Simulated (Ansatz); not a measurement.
Basis sets compared for the cluster Be₆S₅. Total charge 0; singlet. Geometry r2SCAN-D4/def2-SVP. Ansatz on 4 threads of Arm Neoverse V1 on a shared host; times are rough, and most runs start from earlier orbitals.

```
atom    x (Å)    y (Å)    z (Å)
 Be1  -0.0836  -1.8547   0.2243
 Be2   2.0557   0.1198  -0.4040
 Be3   2.0466   1.8624   0.6962
 Be4  -0.1715   1.2391   0.8287
 Be5  -1.8665  -0.4251   0.1538
 Be6  -0.5107  -0.6591  -1.6735
  S7   0.7581   2.8428   1.6335
  S8   1.3908  -1.5163  -1.2689
  S9  -0.6140  -0.6193   1.7835
 S10  -1.7654  -2.1423  -0.9529
 S11  -1.2396   1.1527  -1.0208
```

Another isomer (singlet) lies 1.30 eV lower at PBE0-D4/def2-TZVP; other spin states weren't run for this one.

Binding counts from free atoms (Be singlet, S triplet) in the same basis, without a counterpoise term.

```csv
level,functions,energy (Eh),HOMO (eV),LUMO (eV),binding per atom (eV),wall time
PBE-D4/def2-SVP,144,-2078.1838,-5.95,-3.52,3.74,2.9 s
PBE0-D4/def2-SVP,144,-2078.3829,-6.99,-2.84,3.67,4.5 s
```

**Question.** Estimate the rows for PBE-D4/def2-TZVP (with forces), PBE0-D4/def2-TZVP.

**Answer.** 
```json
{"level": "PBE-D4/def2-TZVP (with forces)", "functions": "299", "energy (Eh)": "-2078.9701", "HOMO (eV)": "-5.84", "LUMO (eV)": "-3.41", "binding per atom (eV)": "3.73", "wall time": "7.5 s"}
{"level": "PBE0-D4/def2-TZVP", "functions": "299", "energy (Eh)": "-2079.1669", "HOMO (eV)": "-6.87", "LUMO (eV)": "-2.68", "binding per atom (eV)": "3.67", "wall time": "14 s"}
```
